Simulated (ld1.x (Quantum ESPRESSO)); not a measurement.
## An all-electron radial function and its pseudo partner (P (Z = 15))

Columns: radius, all-electron u(r) and pseudo u(r) of the 3s shell (level -14.02 eV) of phosphorus in the configuration [Ne] 3s2 3p3; LDA (PZ), scalar-relativistic, ultrasoft scheme, ld1.x (Quantum ESPRESSO) 7.5.

| r (bohr) | all-electron | pseudo |
| --- | --- | --- |
| 0.090 | 0.1478 | 0.0812 |
| 0.180 | -0.1317 | 0.1615 |
| 0.270 | -0.3290 | 0.2397 |
| 0.360 | -0.3804 | 0.3152 |
| 0.450 | -0.3217 | 0.3869 |
| 0.540 | -0.1986 | 0.4542 |
| 0.630 | -0.0463 | 0.5164 |
| 0.720 | 0.1117 | 0.5730 |
| 0.810 | 0.2611 | 0.6235 |
| 0.900 | 0.3939 | 0.6678 |
| 0.990 | 0.5068 | 0.7055 |
| 1.080 | 0.5987 | 0.7368 |
| 1.170 | 0.6704 | 0.7615 |
| 1.260 | 0.7235 | 0.7797 |
| 1.350 | 0.7598 | 0.7917 |
| 1.440 | 0.7816 | 0.7976 |
| 1.530 | 0.7909 | 0.7976 |
| 1.620 | 0.7900 | 0.7920 |
| 1.710 | 0.7806 | 0.7808 |
| 1.800 | 0.7644 | 0.7644 |
| 1.890 | 0.7430 | 0.7430 |
| 1.980 | 0.7176 | 0.7176 |
| 2.070 | 0.6893 | 0.6893 |
| 2.160 | 0.6589 | 0.6589 |
| 2.250 | 0.6274 | 0.6274 |
| 2.340 | 0.5952 | 0.5952 |

Problem. How many radial nodes do the two functions have?

Solution. The all-electron 3s function has n − l − 1 = 2; the pseudo-wave has 0, since the states of the same l below it are removed with the core.

Problem. At about which radius was the pseudo-wave matched?

Solution. 1.80 bohr, where the columns begin to agree (steps of 0.09 bohr).

Problem. Is the pseudo-wave norm-conserving?

Solution. No, it belongs to an ultrasoft set: the norm inside the radius is not constrained, and the difference is carried by the augmentation charge.
